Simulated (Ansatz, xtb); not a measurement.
## C5H8O2S: which of two isomers lies lower

We compare X, `COC(=O)CC(C)=S`, a singlet, with Y, `O=C1CCOC[C@@H]1S`, a singlet. Both are isolated molecules in the gas phase, relaxed with PBE-D3(BJ)/def2-SVP; each stands in its lowest conformer found.

Quicker runs give these differences E(Y) − E(X): GFN2-xTB −0.2 kcal/mol; HF/STO-3G −31.0 kcal/mol (at GFN2-xTB geometries); r2SCAN-D4/def2-SVP +4.7 kcal/mol (at GFN2-xTB geometries).

Question: Estimate E(Y) − E(X) at the level CCSD(T)/def2-SVP + ΔMP2/def2-TZVPP.

Answer: Calculated at CCSD(T)/def2-SVP + ΔMP2/def2-TZVPP: E(Y) − E(X) = +3.5 kcal/mol, so structure X lies lower.

The same difference at several levels:

| level | geometry | E(Y) − E(X) (kcal/mol) | departure from the last row (kcal/mol) | job, with rough time for the two |
| --- | --- | --- | --- | --- |
| GFN2-xTB | GFN2-xTB | −0.2 | −3.7 | optimisation, 0.33 s |
| HF/STO-3G | GFN2-xTB | −31.0 | −34.4 | single point, 0.48 s |
| r2SCAN-D4/def2-SVP | GFN2-xTB | +4.7 | +1.2 | single point, 4.4 s |
| PBE-D3(BJ)/def2-SVP | PBE-D3(BJ)/def2-SVP | +4.4 | +0.9 | optimisation, 39 s |
| HF/def2-SVP | PBE-D3(BJ)/def2-SVP | +5.7 | +2.2 | part of the CCSD(T) run |
| MP2/def2-SVP | PBE-D3(BJ)/def2-SVP | +5.3 | +1.8 | part of the CCSD(T) run |
| CCSD(T)/def2-SVP | PBE-D3(BJ)/def2-SVP | +5.1 | +1.6 | single point |
| CCSD(T)/def2-SVP + ΔMP2/def2-TZVPP | PBE-D3(BJ)/def2-SVP | +3.5 |  | single point, 2 min |

As drawn, Y has 1 C–C, 1 C–S, 1 S–H in place of 1 C=S, 1 C–H. Structure X has no ring, Y a 6-membered ring.

HF/STO-3G puts the two in the other order. GFN2-xTB finds them nearly level. The largest departure from CCSD(T)/def2-SVP + ΔMP2/def2-TZVPP is that of HF/STO-3G, 34.4 kcal/mol. The last row adds to CCSD(T) the change of the MP2 difference between the two basis sets, here −1.6 kcal/mol.

With thermal terms from frequencies at re-optimised GFN2-xTB minima (ideal gas, soft modes damped towards free rotors, one conformer each, 298.15 K, 1 atm): the zero-point term adds +0.3 kcal/mol; ΔH is +2.6 and ΔG +5.6 kcal/mol.

The correlated steps freeze 12 core orbitals. Mirror images aren't counted in ΔG. Programs: Ansatz 0.2.0, xtb 6.7.1; the last row on 4 threads of Arm Neoverse V1 on a shared host.
